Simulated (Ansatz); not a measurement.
GeH2 (SMILES [GeH2]) moved off its minimum; all values from Ansatz (a quantum-chemistry and plane-wave program), cores frozen in correlated methods.
(charge 0, multiplicity 1)
```xyz
3

Ge     0.03228    -0.05754     0.08769
H     -0.11398    -1.12121    -1.04265
H     -0.14742     1.17172    -0.97214
```

Task: Give the forces (eV/Å), the total energy and the dipole at CCSD(T)/aug-cc-pVTZ.

Result: 
```
atom      Fx      Fy      Fz
----  ------  ------  ------
Ge1    0.009   0.720   0.151
H2    -0.055  -0.384  -0.426
H3     0.047  -0.336   0.274
```
Energy -2076.6490 hartree, dipole 0.18 D.

Doubts at one or more of the structures used: a restricted determinant that unrestricted orbitals would lower (CCSD(T)/aug-cc-pVTZ).
